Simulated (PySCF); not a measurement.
Cartesian coordinates (Å):
```xyz
8

Zr     0.2360    -0.0196     0.0742
F     -1.2008    -1.0569    -0.6786
O      1.7203    -0.0565    -1.1521
H      2.5018    -0.0224    -1.7048
O      0.7348    -0.8045     1.7605
H      1.0457    -1.1283     2.6067
O     -0.3855     1.7854     0.3274
H     -0.6126     2.7022     0.4865
```
Charge 0, multiplicity 1.

Question: What charge on the central atom (Mulliken), HOMO, HOMO–LUMO gap, LUMO, total energy and dipole moment does TPSSh-D3(BJ)/def2-TZVP // r2SCAN-D4/def2-SVP in PySCF 2.14.0 give?

Answer: 
```
Property                                      Value
-------------------------------------  ------------
charge on the central atom (Mulliken)        1.83 e
HOMO                                       -7.96 eV
HOMO–LUMO gap                               7.57 eV
LUMO                                       -0.39 eV
total energy                           -374.7974 Ha
dipole moment                             0.629 e·Å
```
